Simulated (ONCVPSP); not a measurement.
# Reading a pseudo-wave (holmium (Ho))

Columns: radius, all-electron u(r) and pseudo u(r) of the 5s shell (level -80.14 eV) of holmium in the configuration [Kr] 4d10 4f10 5s2 5p6; PBE, scalar-relativistic, ONCV scheme, ONCVPSP 4.0.1.

```json
{"r (bohr)": "0.098", "all-electron": "-0.0134", "pseudo": "0.0712"}
{"r (bohr)": "0.195", "all-electron": "0.3442", "pseudo": "0.1448"}
{"r (bohr)": "0.292", "all-electron": "-0.2011", "pseudo": "0.2258"}
{"r (bohr)": "0.390", "all-electron": "-0.5541", "pseudo": "0.3199"}
{"r (bohr)": "0.488", "all-electron": "-0.4584", "pseudo": "0.4276"}
{"r (bohr)": "0.585", "all-electron": "-0.1162", "pseudo": "0.5428"}
{"r (bohr)": "0.682", "all-electron": "0.2746", "pseudo": "0.6577"}
{"r (bohr)": "0.780", "all-electron": "0.6103", "pseudo": "0.7644"}
{"r (bohr)": "0.878", "all-electron": "0.8492", "pseudo": "0.8558"}
{"r (bohr)": "0.975", "all-electron": "0.9906", "pseudo": "0.9274"}
{"r (bohr)": "1.072", "all-electron": "1.0531", "pseudo": "0.9760"}
{"r (bohr)": "1.170", "all-electron": "1.0556", "pseudo": "0.9958"}
{"r (bohr)": "1.268", "all-electron": "1.0159", "pseudo": "0.9818"}
{"r (bohr)": "1.365", "all-electron": "0.9498", "pseudo": "0.9355"}
{"r (bohr)": "1.463", "all-electron": "0.8679", "pseudo": "0.8639"}
{"r (bohr)": "1.560", "all-electron": "0.7803", "pseudo": "0.7796"}
{"r (bohr)": "1.658", "all-electron": "0.6911", "pseudo": "0.6910"}
{"r (bohr)": "1.755", "all-electron": "0.6061", "pseudo": "0.6060"}
{"r (bohr)": "1.852", "all-electron": "0.5267", "pseudo": "0.5266"}
{"r (bohr)": "1.950", "all-electron": "0.4535", "pseudo": "0.4534"}
{"r (bohr)": "2.047", "all-electron": "0.3885", "pseudo": "0.3885"}
{"r (bohr)": "2.145", "all-electron": "0.3305", "pseudo": "0.3304"}
{"r (bohr)": "2.242", "all-electron": "0.2803", "pseudo": "0.2802"}
{"r (bohr)": "2.340", "all-electron": "0.2363", "pseudo": "0.2363"}
{"r (bohr)": "2.438", "all-electron": "0.1986", "pseudo": "0.1985"}
{"r (bohr)": "2.535", "all-electron": "0.1666", "pseudo": "0.1666"}
```

(1) How many radial nodes do the two functions have?

(2) At about which radius was the pseudo-wave matched?

(3) Is the pseudo-wave norm-conserving?

## Answers

(1) The all-electron 5s function has n − l − 1 = 4 (the table is too coarse to show those close to the nucleus); the pseudo-wave has 0, since the states of the same l below it are removed with the core.

(2) 1.80 bohr. The columns agree to 0.0005 from 1.66 bohr on; several derivatives are matched, so the curves merge somewhat inside the radius.

(3) Yes: the ONCV scheme keeps the norm inside the radius equal to the all-electron one, which fixes the energy derivative of the logarithmic derivative at the level.
